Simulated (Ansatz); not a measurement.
One change: `[Cl][InH2]` becomes `[Cl][InH][GeH3]`.

Ansatz, PBE0-D4/def2-TZVP geometries, multiplicity 1. 

Elements past krypton have def2 core potentials. Scalar relativity is left out up to krypton.

```
                                          property  `[Cl][InH2]`
           HOMO–LUMO gap (ωB97M-V/def2-TZVPP) / eV          9.96
size of the dipole moment (ωB97M-V/def2-TZVPP) / D          2.86
             HOMO–LUMO gap (B3LYP/def2-TZVPP) / eV          5.69
    zero-point energy (PBE0-D4/def2-TZVP) / kJ/mol          33.7
                 HOMO energy (PBE/def2-TZVPP) / eV         -6.89
              HOMO–LUMO gap (PBE0/def2-TZVPP) / eV          6.23
```

(1) Give the same properties after the change, and the shifts. (Best estimate.)

Answers

(1) The calculation gave: 
```csv
property,`[Cl][InH][GeH3]`,shift
HOMO–LUMO gap (ωB97M-V/def2-TZVPP) / eV,9.13,-0.83
size of the dipole moment (ωB97M-V/def2-TZVPP) / D,2.96,0.10
HOMO–LUMO gap (B3LYP/def2-TZVPP) / eV,5.08,-0.61
zero-point energy (PBE0-D4/def2-TZVP) / kJ/mol,78.8,45.1
HOMO energy (PBE/def2-TZVPP) / eV,-6.56,0.33
HOMO–LUMO gap (PBE0/def2-TZVPP) / eV,5.55,-0.68
```

With PBE0 the HOMO rises by 0.52 eV and the LUMO falls by 0.15 eV, so the gap narrows by about 0.67 eV. PBE moves the HOMO by 0.33 eV and ωB97M-V by 0.72 eV. The zero-point energy changes by 45.1 kJ/mol with +9 modes. Dipoles are sizes alone; their direction can turn.

B3LYP here is the variant with VWN-RPA as its local correlation; programs differ in this.
